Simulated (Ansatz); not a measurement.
K2S⁺, relaxed as a doublet with UKS PBE-D4/def2-TZVP in Ansatz, starting from the GFN2-xTB geometry. Force threshold 0.02 eV/Å.

The structure comes from a short search, and lower isomers may exist.

Start:

```xyz
3

K    -0.6847    0.6722   -0.6575
K     0.3049   -3.9637   -0.3965
S     0.3798    3.2916    1.0540
```

**Question.** Estimate the energy that the relaxation releases and the steps that it takes.

**Answer.** 2.46 eV, in 26 steps; 1.8 min on 4 threads of Arm Neoverse V2 on a shared host. No frequencies were taken in this run, so the end may be a saddle point.

**Question.** Does the start keep its bonding and symmetry?

**Answer.** Bonds lost: K1–K2 (atoms count from 1). Bonds formed: K2–S3 (atoms count from 1). The end is the same structure that another start reached, the lowest one found. Point group Cs at the start, D∞h at the end, both within 0.05 Å.

**Question.** Predict the relaxed structure.

**Answer.** 
Cartesian coordinates in Å:
```
K -0.977 2.729 -0.605
K 0.977 -2.728 0.605
S 0.000 -0.001 -0.001
```
Bond lengths (bridged metal pairs left out): 2 × K–S 2.96 Å.
